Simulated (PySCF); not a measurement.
# Spin–spin couplings to the heavy atom in SMILES C1=C([Se]C)C=CC(C)=C1, C₈H₁₀Se

Geometry:
```tsv
atom	x (Å)	y (Å)	z (Å)
C1	4.031	-0.696	-0.714
Se2	3.260	0.899	0.065
C3	1.411	0.454	-0.008
C4	0.922	-0.804	-0.370
C5	-0.451	-1.042	-0.390
C6	-1.375	-0.051	-0.046
C7	-2.850	-0.328	-0.037
C8	-0.869	1.205	0.314
C9	0.497	1.459	0.333
H10	3.619	-0.878	-1.716
H11	5.108	-0.500	-0.798
H12	3.877	-1.572	-0.070
H13	1.603	-1.612	-0.642
H14	-0.811	-2.033	-0.682
H15	-3.432	0.579	-0.259
H16	-3.121	-1.096	-0.775
H17	-3.179	-0.692	0.951
H18	-1.563	2.007	0.580
H19	0.856	2.455	0.608
```

Level of theory for the indirect couplings: PBE0/pcJ-1 (dyall-v2z on Se), gas phase, finite nuclei, PBE0-D3(BJ)/def2-SVP geometry (PySCF integrals, density fitting).

Non-relativistic values:
```json
{"coupling": "1J(77Se,13C)", "atoms": "Se2 – C1", "J (Hz)": "-80.6"}
{"coupling": "1J(77Se,13C)", "atoms": "Se2 – C3", "J (Hz)": "-117.4"}
{"coupling": "2J(77Se,13C)", "atoms": "Se2 – C4/C9", "J (Hz)": "15.1"}
{"coupling": "2J(77Se,1H)", "atoms": "Se2 – H10/H11/H12", "J (Hz)": "15.4"}
{"coupling": "3J(77Se,13C)", "atoms": "Se2 – C5/C8", "J (Hz)": "2.5"}
{"coupling": "3J(77Se,1H)", "atoms": "Se2 – H13/H19", "J (Hz)": "5.6"}
{"coupling": "4J(77Se,13C)", "atoms": "Se2 – C6", "J (Hz)": "1.8"}
{"coupling": "4J(77Se,1H)", "atoms": "Se2 – H14/H18", "J (Hz)": "0.9"}
{"coupling": "5J(77Se,13C)", "atoms": "Se2 – C7", "J (Hz)": "0.6"}
```

**Question.** What do two-component X2C with spin–orbit coupling give?

**Answer.** 
```tsv
coupling	atoms	with spin–orbit (Hz)
1J(77Se,13C)	Se2 – C1	-94.3
1J(77Se,13C)	Se2 – C3	-139.6
2J(77Se,13C)	Se2 – C4/C9	15.6
2J(77Se,1H)	Se2 – H10/H11/H12	17.7
3J(77Se,13C)	Se2 – C5/C8	2.0
3J(77Se,1H)	Se2 – H13/H19	5.5
4J(77Se,13C)	Se2 – C6	2.2
4J(77Se,1H)	Se2 – H14/H18	0.8
5J(77Se,13C)	Se2 – C7	0.7
```

The largest listed coupling, 1J(77Se,13C), ends at 1.19 times its non-relativistic value. Equivalent partners are averaged, as under fast rotation. In the static structure 2J(77Se,13C) spreads over -7.9, 39.1 Hz. In the static structure 2J(77Se,1H) spreads over 3.0, 47.7, 2.5 Hz.
